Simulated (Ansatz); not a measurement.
CH$_{4}$OZn, triplet, at the geometry of the source list (a higher spin typed on purpose: for a closed-shell molecule this is an excited state); R2SCAN/def2-SVP (Ansatz, a quantum-chemistry and plane-wave program).

Here is a job for Ansatz.
Ansatz 0.2 input:
```yaml
crystal:
  periodic: [false, false, false]
  atoms:
    - {symbol: Zn, position_ang: [0.06160000, -0.48140000, 0.57550000]}
    - {symbol: C, position_ang: [-0.13200000, 1.11290000, -0.60580000]}
    - {symbol: H, position_ang: [-0.85250000, 1.82490000, -0.22400000]}
    - {symbol: H, position_ang: [-0.46840000, 0.78110000, -1.58200000]}
    - {symbol: H, position_ang: [0.81160000, 1.62810000, -0.73100000]}
    - {symbol: O, position_ang: [0.29420000, -2.16020000, 0.89350000]}
    - {symbol: H, position_ang: [0.28540000, -2.70540000, 1.67390000]}
basis:
  gaussian:
    orbitals: def2-SVP
hamiltonian:
  xc: r2scan
magnetization: {spin_polarized: true, initial_magnetization: 2}
```

The log (banner, timings and long lists left out):

```
Functional definition: r2SCAN
891 factors; their error is unknown
mean field evaluation 1: about -51529.2286 eV, gradient 7.8e1 eV
mean field evaluation 2: about -51441.3470 eV, gradient 1.5e2 eV
mean field evaluation 4: about -51547.7303 eV, gradient 3.1e1 eV
mean field evaluation 8: about -51552.4757 eV, gradient 2.6e0 eV
mean field evaluation 16: about -51552.4954 eV, gradient 2.2e-1 eV
mean field evaluation 32: about -51550.4959 eV, gradient 1.6e1 eV
mean field -51552.49586710 eV, -1894.5192795793 hartree, gradient 4.1e-6 eV, S^2 2.008666; 6 other end points of the search recorded, 0 dependent functions left out
reference -51552.49589080 eV, -1894.5192804502 hartree; 25, 23 occupied and 54, 56 virtual orbitals, 891 factors
Total energy: -51552.49589080 eV, -1894.5192804502 hartree
```
